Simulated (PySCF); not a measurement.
## Adding and removing an electron: InP

UHF-SCS-MP2; PySCF, scalar-relativistic core potentials, basis sets In def2-SVPD with ECP28, P def2-SVPD. Neutral (UHF): triplet (π ↑↑), Re = 2.687 Å, ωe = 253 cm⁻¹, De = 1.47 eV.

InP⁺ (UHF): quartet (σ ↑, π ↑↑), Re = 3.297 Å, ωe = 79.9 cm⁻¹, De = 0.25 eV to In⁺ + P. The energies at the minima are -529.97616 hartree for InP and -529.73443 for InP⁺.

(1) Work out the adiabatic ionisation energy, without and with harmonic zero-point energies (1 hartree = 27.2114 eV, 1 eV = 8065.5 cm⁻¹), and the change of the bond length.

Correlated steps freeze 9 core orbitals. Weak bonds: InP⁺. Basis-set superposition, not corrected here, can be much of De in a small basis, most of all at correlated wavefunction levels. These are scalar-relativistic numbers at best; spin–orbit coupling would shift them, the dissociation energy most. For an ion De counts to the pair picked by the measured ionisation energies or electron affinities, which need not be the lowest pair at this level. States were picked by a PBE0 search and need not be the measured ground states.

Answers

(1) At UHF-SCS-MP2: 0.24173 hartree = 6.578 eV between the minima; the zero-point term (79.9 − 253.0)/2 cm⁻¹ = -0.011 eV makes it 6.567 eV. Re changes by +61.0 pm against the neutral. The electron leaves a σ orbital, and the ion is left as a loose complex of an ion and an atom.
